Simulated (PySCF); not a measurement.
# How methods differ on the ionisation energy of Tb²⁶⁺

Tb²⁶⁺ [Kr] 4d3 [4d3/2^3, M_J = 3/2] → Tb²⁷⁺ [Kr] 4d2 [4d3/2^2, M_J = 2], as a difference of total energies. Computed with PySCF 2.14 in an even-tempered Gaussian basis (17 s from 2.1 bohr⁻², ratio 2.8; 14 p from 2.7 bohr⁻², ratio 2.8; 9 d from 2.7 bohr⁻², ratio 2.8; 3 f from 11 bohr⁻², ratio 3), with the two-component X2C-1e Hamiltonian. Correlated levels: [Ar] 3d10 frozen; the 92 highest virtual spinors dropped. "Screened" scales the spin-orbit matrix elements by Boettger's factors to mimic the two-electron term; Breit and QED terms are absent.

```
                    method  ionisation energy (eV)
           GHF (spin-free)                  905.92
          GMP2 (spin-free)                  906.05
 GHF (screened spin-orbit)                  907.39
GMP2 (screened spin-orbit)                  907.92
```

Question: How much does correlation contribute at GMP2 (screened spin-orbit)?

Answer: 907.92 − (907.39) = 0.53 eV, measured against GHF (screened spin-orbit).

Breit and QED terms and the two-electron picture change are absent.

The spin-free rows relax to the high-spin LS determinant and lack the spin-orbit shift.

The labels give the starting determinants; with spin-orbit coupling the two ends relaxed to ⟨J²⟩ = 3.99, ⟨L²⟩ = 8.90, ⟨S²⟩ = 2.43 and ⟨J²⟩ = 6.06, ⟨L²⟩ = 10.46, ⟨S²⟩ = 1.59.

For comparison: 909 ± 4 eV (theoretical estimate listed by NIST; NIST Atomic Spectra Database, ionization energies).
